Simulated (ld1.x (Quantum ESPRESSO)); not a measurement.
PBE ultrasoft dataset for arsenic, scalar-relativistic all-electron reference.

arsenic (As), ultrasoft, made with ld1.x (Quantum ESPRESSO) 7.5 (PBE, scalar-relativistic). Core [Ne], reference 3s2 3p6 3d10 4s2 4p3. Waves: 3s (bound): rcut 0.80, rcutus 0.85 bohr; 4s (bound): rcut 0.80, rcutus 0.85 bohr; 3p (bound): rcut 0.85, rcutus 0.95 bohr; 4p (bound): rcut 0.85, rcutus 0.95 bohr; 3d (bound): rcut 0.65, rcutus 0.85 bohr; 3d channel at -2.15 Ry: rcut 0.65, rcutus 0.85 bohr. Local part: all-electron potential smoothed inside 0.65 bohr (lloc = -2). Core correction: Bessel-smoothed model core inside 0.45 bohr. Augmentation charge: built from norm-conserving waves at rcut, not smoothed further.

All-electron outer shells of the reference configuration (PBE, scalar-relativistic, ld1.x):

| shell | level (eV) | outermost node (bohr) | outermost maximum (bohr) |
| --- | --- | --- | --- |
| 2s | -1486.76 | 0.06 | 0.17 |
| 2p | -1303.65 | – | 0.14 |
| 3s | -190.31 | 0.25 | 0.52 |
| 3p | -133.68 | 0.22 | 0.52 |
| 3d | -40.65 | – | 0.47 |
| 4s | -14.49 | 0.73 | 1.61 |
| 4p | -5.19 | 0.78 | 2.00 |

**Question.** Does the generator finish with these settings?

**Answer.** Yes, a potential is produced.

**Question.** Is the overlap operator S = 1 + Σ q|β⟩⟨β| positive definite (Bessel basis up to 400 Ry)?

**Answer.** No: its lowest eigenvalue is -0.192, in the p channel, so the generalised eigenproblem breaks down once the basis is large enough.

Test run stopped at test 3 of 7 (negative rho), 2 before it not solved. Not counted: 3s2 3p6 3d10 4s2 4p2 (solver errors, printed error +81.8 eV); 3s2 3p6 3d10 4s2 4p1 (solver errors, printed error +31.6 eV).

A Bessel basis up to 400 Ry misses an occupied level by 2.50 Ry, so cutoffs and ghosts were not judged. Its overlap operator is not positive definite in a basis up to 400 Ry (lowest eigenvalue p -0.19), so the file is unfit for use: the generalised eigenproblem breaks down once the basis is large enough, and its test numbers describe a broken file. The potential misses its own reference levels by up to 44.5 eV, so it is not fit for use.
